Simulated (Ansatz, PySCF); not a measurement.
Energy landscape of H₆SeSi₂, singlet: bend at the central Se, local threefold symmetry of each SiH3 group. Scanned: Si-Se-Si angle. Other coordinates (Se-Si length, H-Si-Se angle, Si-H length) were minimised at PBE0/def2-TZVP.

Levels: RKS-LDA (SVWN5)/6-31G* = restricted LDA (SVWN5)/6-31G*, spherical d (PySCF); RKS-B3LYP/6-31G* = restricted B3LYP/6-31G*, spherical d run with PySCF 2.14.0; CCSD(T)/aug-cc-pVTZ = CCSD(T) on RHF/aug-cc-pVTZ, cores with 3d frozen in Ansatz (a first-principles code).

Energies relative to the lowest point of each profile, in kJ/mol:

```json
[
 {"a / °": "180", "RKS-LDA (SVWN5)/6-31G*": "142.0", "RKS-B3LYP/6-31G*": "140.9"},
 {"a / °": "170.25", "RKS-LDA (SVWN5)/6-31G*": "136.8", "RKS-B3LYP/6-31G*": "135.4"},
 {"a / °": "162.75", "RKS-LDA (SVWN5)/6-31G*": "126.5", "RKS-B3LYP/6-31G*": "124.4"},
 {"a / °": "155.25", "RKS-LDA (SVWN5)/6-31G*": "111.9", "RKS-B3LYP/6-31G*": "108.9"},
 {"a / °": "147.75", "RKS-LDA (SVWN5)/6-31G*": "94.4", "RKS-B3LYP/6-31G*": "90.5"},
 {"a / °": "140.25", "RKS-LDA (SVWN5)/6-31G*": "75.9", "RKS-B3LYP/6-31G*": "71.1"},
 {"a / °": "132.75", "RKS-LDA (SVWN5)/6-31G*": "57.7", "RKS-B3LYP/6-31G*": "52.3"},
 {"a / °": "125.25", "RKS-LDA (SVWN5)/6-31G*": "41.0", "RKS-B3LYP/6-31G*": "35.1"},
 {"a / °": "110.25", "RKS-LDA (SVWN5)/6-31G*": "14.6", "RKS-B3LYP/6-31G*": "9.4"},
 {"a / °": "102.75", "RKS-LDA (SVWN5)/6-31G*": "6.0", "RKS-B3LYP/6-31G*": "2.3"},
 {"a / °": "95.25", "RKS-LDA (SVWN5)/6-31G*": "1.0", "RKS-B3LYP/6-31G*": "0.0"},
 {"a / °": "90", "RKS-LDA (SVWN5)/6-31G*": "0.0", "RKS-B3LYP/6-31G*": "1.9"}
]
```

Question: Predict the corresponding CCSD(T)/aug-cc-pVTZ column.

Answer: 180: 134.4; 170.25: 129.5; 162.75: 119.6; 155.25: 105.7; 147.75: 89.2; 140.25: 71.5; 132.75: 54.0; 125.25: 37.8; 110.25: 12.2; 102.75: 4.1; 95.25: 0.0; 90: 0.3 (kJ/mol).
